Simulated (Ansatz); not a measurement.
Stepwise reaction of `[Br][Zn][Br]` with ammonia, as a gas-phase model of exchange steps in deposition or etching. ΔE in kJ/mol; ΔG adds harmonic PBE0-D4 terms to CCSD(T)/CBS, at 1 bar.

Isolated molecules relaxed with PBE0-D4/def2-TZVP in Ansatz; ΔE leaves out vibrations. CBS: MP2 limit from def2 TZ/QZ plus the TZ coupled-cluster correction, frozen cores. This one scheme is used for every species. Functionals use def2-TZVPP. B3LYP here is the variant with VWN-RPA as its local correlation; programs differ in this. For Br, Zn outer-core shells are correlated without core-valence functions, which leaves a few kJ/mol of doubt a bond. Scalar relativity is left out up to krypton. Each species was taken in one conformer, which may not be the lowest.

```csv
step,reaction,PBE-D4,B3LYP-D4,ωB97M-V,CCSD(T)/CBS,ΔG(600 K)
1,`[Br][Zn][Br]` + NH₃ → `[NH2][Zn][Br]` + HBr,123.7,131.0,132.8,135.9,114.3
```

Q: Give the row of step 2, `[NH2][Zn][Br]` + NH₃ → `[NH2][Zn][NH2]` + HBr. (An estimate is asked.)

A: The calculation gave: 
```json
{"step": "2", "reaction": "`[NH2][Zn][Br]` + NH₃ → `[NH2][Zn][NH2]` + HBr", "PBE-D4": "127.4", "B3LYP-D4": "134.2", "ωB97M-V": "136.6", "CCSD(T)/CBS": "138.4", "ΔG(600 K)": "129.6"}
```

Q: By hand: ΔE of the 2 steps together at CCSD(T)/CBS.

A: (135.9) + (138.4) = 274.3 kJ/mol, or 137.2 kJ/mol a step.

In ΔE the steps differ by no more than 2.5 kJ/mol. All are uphill at CCSD(T)/CBS. ΔG lies between 114.3 and 129.6 kJ/mol a step. PBE-D4 differs from CCSD(T)/CBS by -12.2 to -11.0 kJ/mol a step. Isolated molecules leave out the surface, adducts and barriers. Largest T1 diagnostic: 0.015.
